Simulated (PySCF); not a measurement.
Isomers of C5H9OPSi. Method: TDDFT PBE0/def2-SVPD, vertical, gas phase, core orbitals frozen in the response (PySCF 2.14.0, density-fitted response routines). Geometries: GFN2-xTB; one conformer of each isolated species. Triplets are in the Tamm–Dancoff approximation. 'Strongest' means the level of largest summed f among the lowest 8 singlets; it needn't be the same kind of state in each.

Problem. Rank by computed lowest singlet excitation energy, highest first.
A. `Cc1coc([SiH2]P)c1`
B. `C(=C)O[Si@H](C#CC)P`
C. `C(#CC)[C@H]1[Si@H](P)OC1`
D. `C#C[C@@H]1CCO[Si@H]1P`
E. `C(/C)=C/O[Si@@H](C#C)P`

Solution. D (6.12 eV), A (5.65 eV), B (5.48 eV), C (5.23 eV), E (5.10 eV).

| SMILES | S1 (eV) | first f ≥ 0.01 (nm) | strongest (eV) | HOMO (eV) | α (au) | T1 (eV) | S1 mainly |
| --- | --- | --- | --- | --- | --- | --- | --- |
| C#C[C@@H]1CCO[Si@H]1P | 6.12 | 203 | 7.00 | -7.28 | 110.0 | 5.30 | H→L (71%) |
| Cc1coc([SiH2]P)c1 | 5.65 | 219 | 5.65 | -6.61 | 115.3 | 3.79 | H→L (93%) |
| C=CO[Si@@H](P)C#CC | 5.48 | 218 | 6.46 | -6.90 | 119.6 | 4.27 | H→L (97%) |
| CC#C[C@@H]1CO[Si@H]1P | 5.23 | 237 | 5.23 | -6.81 | 115.8 | 4.73 | H→L (97%) |
| C#C[Si@@H](P)O/C=C\C | 5.10 | 224 | 6.08 | -6.69 | 116.3 | 4.24 | H→L (98%) |

H and L stand for HOMO and LUMO.
